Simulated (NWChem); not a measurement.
The numbers come from NWChem runs, not from measurements. System: AsF2, charge 0, spin multiplicity 2, at a geometry optimised with UPBE0/def2-SVP. The structure started from a generated list of species. Its SCF solution wasn't tested for a lower state. Level: UMP2/def2-TZVPD, 11 core orbitals frozen.

NWChem printed:

```
             Northwest Computational Chemistry Package (NWChem) 7.3.0
             --------------------------------------------------------

                                NWChem Input Module
                                -------------------

 Scaling coordinates for geometry "geometry" by  1.889725989
 (inverse scale =  0.529177249)

 Turning off AUTOSYM since
 SYMMETRY directive was detected!

                             Geometry "geometry" -> ""
                             -------------------------

 Output coordinates in angstroms (scale by  1.889725989 to convert to a.u.)

  No.       Tag          Charge          X              Y              Z
 ---- ---------------- ---------- -------------- -------------- --------------
    1 F                    9.0000     1.30313700     0.00000000     0.74531500
    2 As                  33.0000     0.00000000     0.00000000    -0.40653500
    3 F                    9.0000    -1.30313700     0.00000000     0.74531500

 Effective nuclear repulsion energy (a.u.)     197.1762595311

            Nuclear Dipole moment (a.u.)
            ----------------------------
        X                 Y               Z
 ---------------- ---------------- ----------------
     0.0000000000     0.0000000000     0.0000283459

      Symmetry information
      --------------------

 Group name             C2v
 Group number             16
 Group order               4
 No. of unique centers     2

      Symmetry unique atoms

     1    2


 Summary of "ao basis" -> "" (spherical)
 ------------------------------------------------------------------------------
       Tag                 Description            Shells   Functions and Types
 ---------------- ------------------------------  ------  ---------------------
 *                         def2-tzvpd                 on all atoms

 Summary of "ao basis" -> "ao basis" (spherical)
 ------------------------------------------------------------------------------
       Tag                 Description            Shells   Functions and Types
 ---------------- ------------------------------  ------  ---------------------
 F                         def2-tzvpd               14       40   6s4p3d1f
 As                        def2-tzvpd               18       54   7s5p5d1f

                                 NWChem SCF Module
                                 -----------------

  ao basis        = "ao basis"
  functions       =   134
  atoms           =     3
  alpha electrons =    26
  beta  electrons =    25
  charge          =   0.00
  wavefunction    = UHF
  use symmetry    = T
  symmetry adapt  = T

 Summary of "ao basis" -> "ao basis" (spherical)
 ------------------------------------------------------------------------------
       Tag                 Description            Shells   Functions and Types
 ---------------- ------------------------------  ------  ---------------------
 F                         def2-tzvpd               14       40   6s4p3d1f
 As                        def2-tzvpd               18       54   7s5p5d1f

      Symmetry analysis of basis
      --------------------------

        a1         51
        a2         19
        b1         39
        b2         25

 Forming initial guess at       0.1s

   Symmetry analysis of molecular orbitals - initial alpha
   -------------------------------------------------------

  Numbering of irreducible representations:

     1 a1          2 a2          3 b1          4 b2

  Orbital symmetries:

     1 a1          2 a1          3 b1          4 b2          5 a1
     6 b1          7 a1          8 a1          9 b1         10 b2
    11 a1         12 b1         13 a1         14 a2         15 a1
    16 b2         17 a1         18 b1         19 a1         20 b1
    21 b2         22 a1         23 a2         24 b1         25 a1
    26 b2         27 b1         28 a1         29 a1         30 b2
    31 b1         32 a1         33 a2         34 a1         35 b2
    36 b1

   Symmetry analysis of molecular orbitals - initial beta
   ------------------------------------------------------

  Numbering of irreducible representations:

     1 a1          2 a2          3 b1          4 b2

  Orbital symmetries:

     1 a1          2 a1          3 b1          4 a1          5 b2
[...]
 moments of inertia (a.u.)
 ------------------
         119.447998065156           0.000000000000           0.000000000000
           0.000000000000         349.870477900728           0.000000000000
           0.000000000000           0.000000000000         230.422479835572

  Mulliken analysis of the total density
  --------------------------------------

    Atom       Charge   Shell Charges
 -----------   ------   -------------------------------------------------------
    1 F    9     9.42   0.77  1.20  0.60  1.02  0.35 -0.02  2.22  2.28  0.98  0.01  0.00  0.01 -0.00  0.00
    2 As  33    32.15   2.00  2.00  1.17  0.78  1.04  0.87  0.04  5.99  5.76  0.35  1.28  0.59  8.96  1.07  0.09  0.08 -0.00  0.07
    3 F    9     9.42   0.77  1.20  0.60  1.02  0.35 -0.02  2.22  2.28  0.98  0.01  0.00  0.01 -0.00  0.00

  Mulliken analysis of the alpha density
  --------------------------------------

    Atom       Charge   Shell Charges
 -----------   ------   -------------------------------------------------------
    1 F    9     4.71   0.39  0.60  0.30  0.51  0.18 -0.01  1.13  1.15  0.47  0.00  0.00  0.00 -0.00  0.00
    2 As  33    16.57   1.00  1.00  0.59  0.39  0.53  0.44  0.01  3.00  2.88  0.19  0.89  0.50  4.48  0.53  0.05  0.05  0.00  0.04
    3 F    9     4.71   0.39  0.60  0.30  0.51  0.18 -0.01  1.13  1.15  0.47  0.00  0.00  0.00 -0.00  0.00

   Mulliken analysis of the beta density
   -------------------------------------

    Atom       Charge   Shell Charges
 -----------   ------   -------------------------------------------------------
    1 F    9     4.71   0.39  0.60  0.30  0.51  0.18 -0.01  1.10  1.13  0.50  0.01  0.00  0.00  0.00  0.00
    2 As  33    15.58   1.00  1.00  0.58  0.39  0.51  0.43  0.03  3.00  2.87  0.16  0.39  0.09  4.49  0.53  0.04  0.03 -0.00  0.04
    3 F    9     4.71   0.39  0.60  0.30  0.51  0.18 -0.01  1.10  1.13  0.50  0.01  0.00  0.00  0.00  0.00

   Mulliken analysis of the spin density
   -------------------------------------

    Atom       Charge   Shell Charges
 -----------   ------   -------------------------------------------------------
    1 F    9     0.01   0.00 -0.00  0.00  0.00 -0.00  0.00  0.03  0.01 -0.03 -0.01  0.00  0.00 -0.00 -0.00
    2 As  33     0.99  -0.00  0.00  0.00 -0.00  0.02  0.01 -0.02  0.00  0.01  0.03  0.50  0.41 -0.01  0.00  0.01  0.02  0.00 -0.00
    3 F    9     0.01   0.00 -0.00  0.00  0.00 -0.00  0.00  0.03  0.01 -0.03 -0.01  0.00  0.00 -0.00 -0.00

       Multipole analysis of the density wrt the origin
       ------------------------------------------------

     L   x y z        total         alpha         beta         nuclear
     -   - - -        -----         -----         ----         -------
     0   0 0 0     -0.000000    -26.000000    -25.000000     51.000000

     1   1 0 0     -0.000000     -0.000000     -0.000000      0.000000
     1   0 1 0     -0.000000     -0.000000     -0.000000      0.000000
     1   0 0 1     -0.992581     -0.150245     -0.842364      0.000028

     2   2 0 0    -22.516260    -66.546762    -65.126180    109.156683
     2   1 1 0      0.000000      0.000000     -0.000000      0.000000
     2   1 0 1      0.000000     -0.000000      0.000000      0.000000
     2   0 2 0    -19.706978    -12.052684     -7.654294      0.000000
     2   0 1 1     -0.000000     -0.000000     -0.000000      0.000000
     2   0 0 2    -20.678006    -38.746585    -37.114483     55.183062

                   NWChem MP2 Semi-direct Energy/Gradient Module
                   ---------------------------------------------

  Basis functions       =    134
  Molecular orbitals    =    134
  Frozen core           =     11
  Frozen virtuals       =      0
  Active alpha occupied =     15
  Active beta occupied  =     14
  Active alpha virtual  =    108
  Active beta virtual   =    109
  Use MO symmetry       = T
  Use skeleton AO sym   = T

  AO/Fock/Back tols     =   1.0D-09  1.0D-09  1.0D-09

 GA uses MA = F    GA memory limited = T

 Available:
  local mem=  1.26D+08
 global mem=  1.44D+08
 local disk=  0.00D+00
  mp2_memr nvloc                   108
  nvloc new                   108
   1 passes of  15:        5242880                     117597                  48765544.
   1 passes of  15: M    126149124           G      144143288           F     120906244.

 Semi-direct pass number   1 of   1  for UHF alpha       at        4.2s
  vrange nnbf                  8848
  mp2_eaftype                   186  avail_ma_in_mb                  1099
 EAF : mp2_eaftype filesize         186   24382772.
  mp2_eaf for mointskh                    186
Node 0 wrote    114.7 Mb in      0.4 s     Agg I/O rate:   323.0 Mb/s
 Done moints_semi at       11.3s
  mp2_eaftype                   186  avail_ma_in_mb                   913
 EAF : mp2_eaftype filesize         186   24382772.
  mp2_eaf for kh                   186
 Done maket at       11.6s
 Done multipass loop at       11.6s

 GA uses MA = F    GA memory limited = T

 Available:
  local mem=  1.26D+08
 global mem=  1.44D+08
 local disk=  0.00D+00
  mp2_memr nvloc                   109
  nvloc new                   109
   1 passes of  14:        5242880                     112899                  45937723.
   1 passes of  14: M    126149124           G      144143288           F     120906244.

 Semi-direct pass number   1 of   1  for UHF beta        at       11.7s
  vrange nnbf                  8848
  mp2_eaftype                   175  avail_ma_in_mb                  1099
 EAF : mp2_eaftype filesize         175   22968862.
  mp2_eaf for mointskh                    175
Node 0 wrote    108.0 Mb in      0.1 s     Agg I/O rate:   721.9 Mb/s
 Done moints_semi at       18.2s
  mp2_eaftype                   175  avail_ma_in_mb                   924
 EAF : mp2_eaftype filesize         175   22968862.
  mp2_eaf for kh                   175
 Done maket at       18.5s
 Done multipass loop at       18.5s

          -------------------------------------------
          SCF energy               -2433.202422810112
          Correlation energy          -0.744380656922
          Singlet pairs                0.000000000000
          Triplet pairs                0.000000000000
          Total MP2 energy         -2433.946803467034
          -------------------------------------------

          ---------------------------------------------------
                    Spin Component Scaled (SCS) MP2
          Same spin pairs                     -0.209112656639
          Same spin scaling factor             0.333333333333
          Opposite spin pairs                 -0.535268000284
          Opposite spin scaling fact.          1.200000000000
          SCS-MP2 correlation energy          -0.712025819220
          Total SCS-MP2 energy             -2433.914448629332
          ---------------------------------------------------

 -----------------------
 Performance information
 -----------------------

 Timer overhead =  9.66D-08 seconds/call

               Nr. of calls         CPU time (s)                 Wall time (s)                GFlops
             ---------------    -------------------     ------------------------------   -------------------
Name         Min   Avg   Max    Min     Avg     Max     Min     Avg     Max   Mx/calls   Min     Max     Sum
mp2: moin     2     2     2    14.     14.     14.      14.     14.     14.     6.8      0.0     0.0     0.0
mp2: make     2     2     2   0.58    0.58    0.58     0.58    0.58    0.58    0.29      0.0     0.0     0.0
mp2: tota     1     1     1    14.     14.     14.      14.     14.     14.     14.      0.0     0.0     0.0

 The average no. of pstat calls per process was 5.00D+00
 with a timing overhead of 4.83D-07s

 Task  times  cpu:       18.5s     wall:       18.5s

 Total times  cpu:       18.5s     wall:       18.5s
```

Task: Write an NWChem input that would produce this output.

Result: Several could match; the one computed here: 
```
start mol
memory heap 200 mb stack 900 mb global 1100 mb
geometry units angstroms nocenter noautoz
  F      1.303137     0.000000     0.745315
  As     0.000000     0.000000    -0.406535
  F     -1.303137     0.000000     0.745315
  symmetry group C2v
end
basis spherical
  * library def2-tzvpd
end
scf
  uhf
  nopen 1
  maxiter 100
  thresh 1e-7
  semidirect memsize 60000000 filesize 0
  # guess.movecs holds the orbitals of an unrestricted PBE0 run
  vectors input guess.movecs output mol.movecs
end
mp2
  freeze core 11
end
task mp2 energy
```
